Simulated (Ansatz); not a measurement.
Input and output for CH$_{4}$AlBO (`[CH3][Al]1[BH][O]1`).

```yaml
crystal:
  periodic: [false, false, false]
  atoms:
    - {symbol: C, position_ang: [-0.926573, 1.182319, -0.847458]}
    - {symbol: Al, position_ang: [0.052466, -0.370945, -0.243382]}
    - {symbol: B, position_ang: [1.392289, -2.081296, 0.673380]}
    - {symbol: O, position_ang: [1.341818, -0.781952, 1.150567]}
    - {symbol: H, position_ang: [-1.715147, 1.313096, -1.248499]}
    - {symbol: H, position_ang: [-1.504450, 1.173511, 0.259712]}
    - {symbol: H, position_ang: [-0.026371, 2.152937, -0.681962]}
    - {symbol: H, position_ang: [1.615165, -2.924988, 0.595168]}
basis:
  gaussian: {orbitals: def2-SVP}
hamiltonian: {xc: {name: revPBE}}
output: {forces: true}
```

```sh
$ ansatz run in.yaml --threads 2 --pin off --events-out ev --progress --plain --max-ram 4352MiB
```

Shortened log:

```
Functional definition: revPBE
880 factors; their error is unknown
mean field evaluation 1: about -10394.4701 eV, gradient 7.7e1 eV
mean field evaluation 2: about -10309.0783 eV, gradient 1.9e2 eV
mean field evaluation 4: about -10408.3717 eV, gradient 2.3e1 eV
mean field evaluation 8: about -10409.7299 eV, gradient 3.0e-1 eV
mean field evaluation 16: about -10409.6911 eV, gradient 8.4e-5 eV
mean field -10409.69111360 eV, -382.5490924826 hartree, gradient 1.6e-5 eV, S^2 0.000000; 0 other end points of the search recorded, 0 dependent functions left out
reference -10409.69116289 eV, -382.5490942940 hartree; 18, 18 occupied and 62, 62 virtual orbitals, 880 factors
Total energy: -10409.69116289 eV, -382.5490942940 hartree
Atom 0 at    -0.926573     1.182319    -0.847458 Å, force    12.916582     0.681649    10.462533 eV/Å
Atom 1 at     0.052466    -0.370945    -0.243382 Å, force     0.730618    -3.111677    -0.435865 eV/Å
Atom 2 at     1.392289    -2.081296     0.673380 Å, force    -7.380850    22.306219     0.346193 eV/Å
Atom 3 at     1.341818    -0.781952     1.150567 Å, force     0.702529    -1.725190    -0.063282 eV/Å
Atom 4 at    -1.715147     1.313096    -1.248499 Å, force   -10.946949     2.126270    -7.471892 eV/Å
Atom 5 at    -1.504450     1.173511     0.259712 Å, force     1.410358     0.292922    -1.261791 eV/Å
Atom 6 at    -0.026371     2.152937    -0.681962 Å, force    -3.024053    -2.188179    -0.785667 eV/Å
Atom 7 at     1.615165    -2.924988     0.595168 Å, force     5.591765   -18.382014    -0.790229 eV/Å
Dipole moment:    -0.012207     0.215143     0.123142 e Å
```

It took 1 s on 2 threads of an Arm Neoverse V1 on a shared host, with 0.38 GiB of host memory at the peak.
